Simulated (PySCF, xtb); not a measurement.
HO2, SMILES [O]O (connectivity only; charge and spin as stated), charge -1, multiplicity 1.

GFN2-xTB (xtb) at its own geometry gives an orbital gap of 6.54 eV.

Coordinates come from a r2SCAN-D4/def2-TZVPD optimisation. The multiplicity is an assumed one; other spin states were not compared. The isomer is the one that the SMILES or the coordinates give; other isomers of the formula were not compared.

Q: What does M06-2X/def2-TZVPD (PySCF) give? (The exact figures need the calculation; the answer reports its results.)

A: gap 5.45 eV (levels -0.50 and 4.95 eV).
